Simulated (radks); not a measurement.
Polarisability of the beryllium ion Be3+, 1s1, at imaginary frequency. All-electron calculation, non-relativistic Kohn-Sham, PBE, spin-polarised, spherical densities, point nucleus; open shells are filled with parallel spins first. Program: a radial shooting solver on a logarithmic mesh with Libxc functionals. Response by self-consistent Sternheimer equations with the Hartree and adiabatic LDA kernel.

| w (hartree) | alpha1(iw) (bohr^3) | alpha2(iw) (bohr^5) |
|---|---|---|
| 0.00266 | 0.01848 | 0.004123 |
| 0.0143 | 0.01848 | 0.004123 |
| 0.0360 | 0.01848 | 0.004123 |
| 0.0697 | 0.01848 | 0.004123 |
| 0.118 | 0.01848 | 0.004122 |
| 0.186 | 0.01847 | 0.004121 |
| 0.280 | 0.01845 | 0.004118 |
| 0.413 | 0.01841 | 0.004113 |
| 0.605 | 0.01832 | 0.004101 |
| 0.892 | 0.01812 | 0.004076 |
| 1.35 | 0.01769 | 0.004017 |
| 2.12 | 0.01664 | 0.003872 |
| 3.59 | 0.01409 | 0.003484 |
| 6.94 | 0.008755 | 0.002491 |
| 17.5 | 0.002505 | 0.0008685 |

Static values: alpha1 = 0.01848 bohr^3 (0.002739 angstrom^3; uncoupled 0.01844), alpha2 = 0.004123 bohr^5, alpha3 = 0.002376 bohr^7. C6 = 0.001694, C8 = 0.002152, triple-dipole C9 = 0.00002314 atomic units. One-pole (London) frequency 4 C6 / (3 alpha1^2) = 6.612 hartree, against 7.075 for minus the highest occupied eigenvalue.
